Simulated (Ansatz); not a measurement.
Other settings, tried on `Sc1cc2sc(-c3cc4sc(-c5cc6sc(-c7cc8sc(-c9cc%10sc(-c%11cc%12sc(S)cc%12s%11)cc%10s9)cc8s7)cc6s5)cc4s3)cc2s1`.

```yaml
crystal:
  periodic: [false, false, false]
  atoms:
    - {symbol: S, position_ang: [-19.246752, -0.472658, -0.145423]}
    - {symbol: C, position_ang: [-17.491907, -0.356717, -0.057136]}
    - {symbol: C, position_ang: [-16.609340, -1.408153, 0.157400]}
    - {symbol: C, position_ang: [-15.259833, -0.980087, 0.047205]}
    - {symbol: S, position_ang: [-13.708612, -1.752760, 0.218866]}
    - {symbol: C, position_ang: [-12.866354, -0.225508, -0.079079]}
    - {symbol: C, position_ang: [-11.425321, -0.193695, -0.071157]}
    - {symbol: C, position_ang: [-10.536635, -1.211745, 0.281163]}
    - {symbol: C, position_ang: [-9.189894, -0.797213, 0.158381]}
    - {symbol: S, position_ang: [-7.642495, -1.548149, 0.424281]}
    - {symbol: C, position_ang: [-6.793799, -0.064048, -0.035158]}
    - {symbol: C, position_ang: [-5.353283, -0.023088, -0.028947]}
    - {symbol: C, position_ang: [-4.516559, 0.914941, -0.640317]}
    - {symbol: C, position_ang: [-3.151485, 0.622691, -0.413485]}
    - {symbol: S, position_ang: [-1.640610, 1.345706, -0.891587]}
    - {symbol: C, position_ang: [-0.721432, 0.102342, -0.029585]}
    - {symbol: C, position_ang: [0.719135, 0.122382, -0.032925]}
    - {symbol: C, position_ang: [1.587129, -0.916100, 0.317643]}
    - {symbol: C, position_ang: [2.940587, -0.525898, 0.203346]}
    - {symbol: S, position_ang: [4.472314, -1.310324, 0.470272]}
    - {symbol: C, position_ang: [5.353146, 0.147399, -0.015695]}
    - {symbol: C, position_ang: [6.792086, 0.144297, -0.003817]}
    - {symbol: C, position_ang: [7.654312, -0.901099, 0.339097]}
    - {symbol: C, position_ang: [9.011053, -0.518094, 0.231763]}
    - {symbol: S, position_ang: [10.537817, -1.309465, 0.503462]}
    - {symbol: C, position_ang: [11.426047, 0.154352, 0.054826]}
    - {symbol: C, position_ang: [12.866930, 0.150441, 0.083075]}
    - {symbol: C, position_ang: [13.722943, -0.869109, 0.502828]}
    - {symbol: C, position_ang: [15.084416, -0.490758, 0.392816]}
    - {symbol: S, position_ang: [16.611145, -1.253747, 0.737825]}
    - {symbol: C, position_ang: [17.493954, 0.159221, 0.149039]}
    - {symbol: S, position_ang: [19.249401, 0.243701, 0.260945]}
    - {symbol: C, position_ang: [16.646364, 1.180928, -0.260963]}
    - {symbol: C, position_ang: [15.283267, 0.809868, -0.117518]}
    - {symbol: S, position_ang: [13.758681, 1.577539, -0.462358]}
    - {symbol: C, position_ang: [10.565298, 1.198474, -0.292533]}
    - {symbol: C, position_ang: [9.207766, 0.814358, -0.191683]}
    - {symbol: S, position_ang: [7.680224, 1.606141, -0.461246]}
    - {symbol: C, position_ang: [4.485717, 1.185401, -0.367380]}
    - {symbol: C, position_ang: [3.130411, 0.801360, -0.241464]}
    - {symbol: S, position_ang: [1.597587, 1.586032, -0.500390]}
    - {symbol: C, position_ang: [-1.559562, -0.831917, 0.585774]}
    - {symbol: C, position_ang: [-2.923528, -0.536559, 0.361700]}
    - {symbol: S, position_ang: [-4.432733, -1.262481, 0.837733]}
    - {symbol: C, position_ang: [-7.682112, 0.955476, -0.389063]}
    - {symbol: C, position_ang: [-9.028279, 0.534469, -0.283115]}
    - {symbol: S, position_ang: [-10.577340, 1.281591, -0.560024]}
    - {symbol: C, position_ang: [-13.757226, 0.824675, -0.305575]}
    - {symbol: C, position_ang: [-15.105869, 0.392839, -0.240366]}
    - {symbol: S, position_ang: [-16.659196, 1.159960, -0.416855]}
    - {symbol: H, position_ang: [-19.534307, 0.308662, 0.940304]}
    - {symbol: H, position_ang: [-16.947514, -2.425120, 0.392368]}
    - {symbol: H, position_ang: [-10.867589, -2.202567, 0.619085]}
    - {symbol: H, position_ang: [-4.893925, 1.750753, -1.242558]}
    - {symbol: H, position_ang: [1.237550, -1.912089, 0.616167]}
    - {symbol: H, position_ang: [7.298286, -1.891554, 0.651700]}
    - {symbol: H, position_ang: [13.362738, -1.834459, 0.882089]}
    - {symbol: H, position_ang: [19.537220, -0.693844, -0.693076]}
    - {symbol: H, position_ang: [17.017599, 2.135887, -0.653345]}
    - {symbol: H, position_ang: [10.922720, 2.191151, -0.596405]}
    - {symbol: H, position_ang: [4.836755, 2.171724, -0.698227]}
    - {symbol: H, position_ang: [-1.182592, -1.669338, 1.185835]}
    - {symbol: H, position_ang: [-7.353653, 1.959490, -0.685165]}
    - {symbol: H, position_ang: [-13.430816, 1.854122, -0.503386]}
basis:
  gaussian: {orbitals: "6-31G*", fitting: {mean_field: def2-universal-jkfit}}
hamiltonian: {xc: {name: r2SCAN50}}
scf: {omitted_lower_state_checks: [starts]}
output: {forces: true}
```

```sh
$ ansatz run in.yaml --threads 5 --pin off --events-out ev --progress --plain --max-ram 66560MiB --backend cuda --devices 0, --max-vram 37GiB
```

It prints (some lines left out):

```
Functional definition: r2SCAN50
4744 factors; integrals over basis functions are off by at most 7.2e-2 eV
mean field evaluation 1: about -189185.7317 eV, gradient 8.3e1 eV
mean field evaluation 2: about -189187.6359 eV, gradient 7.9e1 eV
mean field evaluation 4: about -189203.6265 eV, gradient 8.2e0 eV
mean field evaluation 8: about -189203.8133 eV, gradient 5.3e-1 eV
mean field evaluation 16: about -189203.8142 eV, gradient 8.4e-4 eV
mean field -189203.81424047 eV, -6953.1119263859 hartree, gradient 3.9e-5 eV, S^2 0.000000; 0 other end points of the search recorded, 0 dependent functions left out
reference -189203.81426094 eV, -6953.1119271382 hartree; 227, 227 occupied and 607, 607 virtual orbitals, 4744 factors
Total energy: -189203.81426094 eV, -6953.1119271382 hartree
Atom 0 force     0.339769     0.520272     0.715734 eV/Å
Atom 1 force     1.027403    -0.531155     0.030596 eV/Å
Atom 2 force    -0.756428     0.696755    -0.112064 eV/Å
Atom 3 force     0.243294     1.099111    -0.205894 eV/Å
Atom 4 force    -0.293111     0.999494    -0.201759 eV/Å
Atom 5 force    -1.055445     0.425939    -0.098464 eV/Å
Atom 6 force     1.046552    -0.420143     0.151458 eV/Å
Atom 7 force    -0.744326     0.619454    -0.201594 eV/Å
Atom 8 force     0.262856     1.059145    -0.354306 eV/Å
Atom 9 force    -0.334815     1.002763    -0.336170 eV/Å
Atom 10 force    -1.062966     0.470529    -0.221101 eV/Å
Atom 11 force     1.037373     0.506252    -0.270580 eV/Å
Atom 12 force    -0.664403    -0.593282     0.328253 eV/Å
Atom 13 force     0.308378    -0.916801     0.610858 eV/Å
Atom 14 force    -0.281287    -0.886629     0.587988 eV/Å
Atom 15 force    -1.041814    -0.512514     0.278738 eV/Å
Atom 16 force     1.056281    -0.503543     0.217367 eV/Å
Atom 17 force    -0.685482     0.609348    -0.252219 eV/Å
Atom 18 force     0.258025     1.060030    -0.351945 eV/Å
Atom 19 force    -0.274061     0.978001    -0.330024 eV/Å
Atom 20 force    -1.053287     0.447277    -0.152721 eV/Å
Atom 21 force     1.052030    -0.451135     0.155255 eV/Å
Atom 22 force    -0.715481     0.629737    -0.208359 eV/Å
Atom 23 force     0.271213     1.074215    -0.338887 eV/Å
Atom 24 force    -0.270982     0.981758    -0.314999 eV/Å
Atom 25 force    -1.039958     0.445970    -0.156599 eV/Å
Atom 26 force     1.041643    -0.440655     0.189404 eV/Å
Atom 27 force    -0.713350     0.613181    -0.235810 eV/Å
Atom 28 force     0.318138     1.059218    -0.408279 eV/Å
Atom 29 force    -0.264240     0.984876    -0.414557 eV/Å
Atom 30 force    -1.002984     0.548599    -0.135108 eV/Å
Atom 31 force    -0.341860    -0.607648    -0.642880 eV/Å
Atom 32 force     0.722785    -0.682743     0.238181 eV/Å
Atom 33 force    -0.274111    -1.045847     0.381862 eV/Å
Atom 34 force     0.258121    -0.945465     0.376249 eV/Å
Atom 35 force     0.715179    -0.624859     0.221029 eV/Å
Atom 36 force    -0.265818    -1.071997     0.341807 eV/Å
Atom 37 force     0.268032    -0.982759     0.319089 eV/Å
Atom 38 force     0.722940    -0.628180     0.214184 eV/Å
Atom 39 force    -0.284750    -1.058099     0.359327 eV/Å
Atom 40 force     0.313133    -1.006469     0.335867 eV/Å
Atom 41 force     0.673306     0.592394    -0.336674 eV/Å
Atom 42 force    -0.315551     0.911897    -0.611299 eV/Å
Atom 43 force     0.286477     0.890606    -0.591524 eV/Å
Atom 44 force     0.686964    -0.591227     0.250986 eV/Å
Atom 45 force    -0.230987    -1.063663     0.348281 eV/Å
Atom 46 force     0.296872    -0.968549     0.333302 eV/Å
Atom 47 force     0.730539    -0.617380     0.147060 eV/Å
Atom 48 force    -0.277242    -1.120744     0.235499 eV/Å
Atom 49 force     0.295166    -1.037025     0.227900 eV/Å
Atom 50 force     0.177416    -0.522493    -0.663813 eV/Å
Atom 51 force     0.261961     0.764372    -0.189639 eV/Å
Atom 52 force     0.266309     0.733786    -0.249962 eV/Å
Atom 53 force     0.282691    -0.632218     0.446575 eV/Å
Atom 54 force     0.263863     0.742239    -0.228660 eV/Å
Atom 55 force     0.280517     0.735323    -0.232144 eV/Å
Atom 56 force     0.285912     0.716631    -0.280441 eV/Å
Atom 57 force    -0.175921     0.613340     0.578056 eV/Å
Atom 58 force    -0.282895    -0.716130     0.306804 eV/Å
Atom 59 force    -0.283140    -0.735408     0.225298 eV/Å
Atom 60 force    -0.275696    -0.732171     0.246053 eV/Å
Atom 61 force    -0.285877     0.630754    -0.443969 eV/Å
Atom 62 force    -0.244842    -0.751769     0.228046 eV/Å
Atom 63 force    -0.258028    -0.764566     0.145335 eV/Å
Dipole moment:    -0.006801    -0.017740     0.020569 e Å
Checks for a lower state left out: starts
```

It took 43 s on 5 threads of AMD EPYC 7R13 on a shared host and a share (37 GiB) of an NVIDIA H100 80GB HBM3, peak host memory 3.9 GiB.

The 6-31G sets use Cartesian d functions.
